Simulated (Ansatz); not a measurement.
BeH2S (SMILES [BeH][SH]) moved off its minimum; all values from Ansatz (an electronic-structure program), cores frozen in correlated methods.
(charge 0, multiplicity 1)
```xyz
4

Be    -0.85694    -0.90969    -1.10617
H     -1.50587    -1.04964    -1.83145
S      0.24923     0.10780     0.34175
H      0.64719    -0.82391     0.93210
```

Q: Give the forces (eV/Å), the total energy and the dipole at CCSD(T)/aug-cc-pV(T+d)Z.

A: 
```json
[
 {"atom": "Be1", "Fx": "8.744", "Fy": "3.210", "Fz": "10.196"},
 {"atom": "H2", "Fx": "-7.808", "Fy": "-2.114", "Fz": "-8.883"},
 {"atom": "S3", "Fx": "-3.320", "Fy": "4.529", "Fz": "-4.837"},
 {"atom": "H4", "Fx": "2.384", "Fy": "-5.626", "Fz": "3.525"}
]
```
Energy -413.5727 hartree, dipole 1.88 D.
